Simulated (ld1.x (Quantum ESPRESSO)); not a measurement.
**Before and after: TM potential for osmium**

| Item | Value |
| --- | --- |
| Element | Os (Z = 76) |
| Generator | ld1.x (Quantum ESPRESSO) 7.5 |
| Type | norm-conserving Troullier–Martins (Kleinman–Bylander form) |
| Functional | PBE |
| Relativity | scalar-relativistic |
| Frozen core | [Kr] 4d10 4f14 |
| Valence charge | 16 |
| Reference configuration | 5s2 5p6 5d5 6s0 6p0 (charge +3) |
| Partial waves | 5p (bound): rc 1.80 bohr; 5d (bound): rc 2.05 bohr; 5s (bound): rc 1.40 bohr |
| Local potential | the s channel |
| Core correction | a·sin(br)/r model core inside 0.75 bohr |

Change: core [Kr] 4d10 4f14 5s2, valence charge 14; reference 5p6 5d6 6s1 6p1; waves now 6s (bound): rc 2.55 bohr; 5p (bound): rc 1.70 bohr; 5d (bound): rc 2.00 bohr; local potential all-electron potential smoothed inside 2.40 bohr (lloc = -1); core correction Bessel-smoothed model core, default radius (core density twice the valence density) (6p counted twice).

Cutoffs: the cutoffs (Ry, on a coarse ladder) from which the occupation-weighted sum of valence levels, in a spherical-Bessel basis at the reference potential, stays within 10 and 1 mRy of its value at 400 Ry; they do not see the model core or the augmentation charge, which bear on the density cutoff. Errors are all-electron minus pseudo energies relative to the spin-unpolarised reference configuration.

**Question.** What does the change do?

**Answer.** The potential gets softer (80 Ry and 140 Ry → 45 Ry and 80 Ry); a bound ghost appears in s, which as a rule spoils a file. The shells moved into the core no longer need plane waves of their own. In the changed file ld1.x takes every shell without a wave as core, so the model core holds the 6p electrons as well and exchange and correlation see them twice. This cancels in the reference configuration, but the file is broken for other ones, and its errors say nothing about a proper core correction. Several settings change at once here, so the effects cannot be laid on one of them.

```csv
quantity,base,changed
"cutoff, loose",80 Ry,45 Ry
"cutoff, tight",140 Ry,80 Ry
loose cutoff by channel (10 mRy a level),"p 25 Ry, d 30 Ry, s 70 Ry","s 6 Ry, p 25 Ry, d 30 Ry"
bound ghosts,none,s
"largest miss of a reference level, eV",0.00,0.13
"largest error over its own tests, meV",+2604,+345
```

 A true bound ghost makes a file unfit for plane-wave use even where its test errors are small: the radial tests pick states by their node count and pass the ghost by.
